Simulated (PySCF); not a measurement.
# Relaxation of quintet PdS₂

Computed with UPBE0/[Pd def2-SVP with ECP28, S def2-SVP], scalar-relativistic core potentials, density fitting, no spin–orbit coupling, PySCF. A (50,194) grid was used.

A start displaced from a saddle point along its imaginary mode, of C2v symmetry, held to at least that symmetry:

```xyz
3
charge 0 multiplicity 5, angstrom
Pd   -0.1509    0.0000    0.0000
S     0.2500    0.0000    2.2378
S     0.2500    0.0000   -2.2378
```

What forces act on the atoms at the start (eV/Å)?


```tsv
atom	Fx	Fy	Fz
Pd1	0.14	0.00	0.00
S2	-0.07	0.00	-0.59
S3	-0.07	0.00	0.59
```

What does it relax to?

It ends at C2v with Pd–S 2.203 Å (×2); S–Pd–S 131.1° (after a last refinement on a finer grid). A frequency run shows a minimum. Other isomers or separated fragments may lie lower.

How much energy is released, and in how many steps?

10.5 kJ/mol in 8 steps.

With open d or f shells other occupations or spin states may lie lower. At this level a triplet minimum of C2v symmetry lies 154 kJ/mol below this structure.

The relaxation took 14 s on 2 threads of a shared Intel Xeon 6975P-C (Granite Rapids) host, with 67 basis functions and 9 gradients; the process peaked at 0.71 GiB. Launch command: `OMP_NUM_THREADS=2 python axn.py task.json out`.
